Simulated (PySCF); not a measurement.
This PySCF input asks for the NMR shieldings of `FC[C@@H]1CC[SiH2]P[SiH2]1`, C₄H₁₂FPSi₂; the geometry comes from GFN2-xTB.

```python
import basis_set_exchange as bse
import numpy as np
from pyscf import gto, dft
from pyscf.prop import nmr

atoms = """
F     2.511746    0.204743   -1.589031
C     2.484025   -0.050145   -0.237018
C     1.059929   -0.007305    0.290375
C     0.261855   -1.201659   -0.246037
C    -1.066431   -1.435162    0.475460
Si   -2.416335   -0.128850    0.143199
P    -1.628276    1.773762    1.019737
Si    0.284126    1.692913   -0.132500
H     2.947872   -1.035001   -0.103828
H     3.106060    0.717016    0.233311
H     1.131271   -0.105092    1.379097
H     0.877327   -2.102757   -0.133258
H     0.086586   -1.069371   -1.316799
H    -0.877793   -1.488213    1.550529
H    -1.446592   -2.414570    0.181734
H    -3.657615   -0.480251    0.840767
H    -2.682732   -0.066169   -1.301314
H    -2.279113    2.638624    0.165157
H     0.139374    1.806649   -1.586696
H     1.159567    2.761516    0.364078
"""
names = dict.fromkeys(["F", "C", "Si", "P", "H"], "pcSseg-1")
basis = {el: gto.basis.parse(bse.get_basis(n, elements=[el], fmt="nwchem")) for el, n in names.items()}
mol = gto.M(atom=atoms, basis=basis, charge=0, verbose=0)
mf = dft.RKS(mol, xc="PBE0")
mf.grids.level = 2
mf.grids.alignment = dft.numint.BLKSIZE   # the property module wants whole blocks of grid points
mf.conv_tol = 1e-9
mf.kernel()

calc = nmr.RKS(mf)   # GIAO
C = mf.mo_coeff
Co = C[:, mf.mo_occ > 0]
resp = mf.gen_response(singlet=True, hermi=2)
def vind(x):   # induced exchange potential for any number of trial vectors
    d = np.einsum("pi,xij,qj->xpq", C, 2 * x.reshape(-1, C.shape[1], Co.shape[1]), Co, optimize=True)
    return np.einsum("xpq,pi,qj->xij", resp(d - d.transpose(0, 2, 1)), C, Co, optimize=True).ravel()
mo1, _ = nmr.rhf.solve_mo1(calc, with_cphf=vind)
sigma = calc.kernel(mo1)
for i, s in enumerate(sigma):   # ppm
    w = np.linalg.eigvalsh((s + s.T) / 2)
    print("%2d %-2s iso %8.1f  s11 %8.1f  s22 %8.1f  s33 %8.1f" % (i, mol.atom_pure_symbol(i), w.mean(), *w))
```

Problem. Give the expected output.

Solution. 
```
 0 F  iso    417.5  s11    377.1  s22    417.8  s33    457.8
 1 C  iso     94.2  s11     62.3  s22     86.4  s33    133.8
 2 C  iso    154.0  s11    135.3  s22    154.2  s33    172.6
 3 C  iso    153.5  s11    133.2  s22    162.4  s33    164.9
 4 C  iso    173.2  s11    159.6  s22    174.1  s33    185.8
 5 Si iso    399.4  s11    373.7  s22    397.6  s33    426.8
 6 P  iso    662.8  s11    593.8  s22    627.6  s33    766.9
 7 Si iso    395.9  s11    372.9  s22    391.9  s33    423.0
 8 H  iso     26.9  s11     22.1  s22     27.3  s33     31.5
 9 H  iso     26.8  s11     22.5  s22     26.6  s33     31.4
10 H  iso     31.2  s11     28.0  s22     30.1  s33     35.4
11 H  iso     29.6  s11     23.3  s22     29.3  s33     36.2
12 H  iso     29.7  s11     26.3  s22     29.5  s33     33.3
13 H  iso     31.0  s11     27.6  s22     28.9  s33     36.5
14 H  iso     30.4  s11     24.5  s22     28.2  s33     38.5
15 H  iso     27.3  s11     23.4  s22     24.6  s33     33.8
16 H  iso     27.1  s11     24.0  s22     24.7  s33     32.7
17 H  iso     31.1  s11     25.4  s22     26.3  s33     41.7
18 H  iso     27.0  s11     23.2  s22     26.0  s33     31.7
19 H  iso     27.2  s11     23.0  s22     25.3  s33     33.3
```

These numbers come from an equivalent density-fitted implementation of the same equations, which agrees with the script to about 0.01 ppm for H and up to a few tenths of a ppm for heavy atoms, so last digits may differ.

Size and cost of the density-fitted run: 217 basis functions, 73 s wall time on 1 thread of an Arm Neoverse N1, shared host; peak memory 1 GiB.
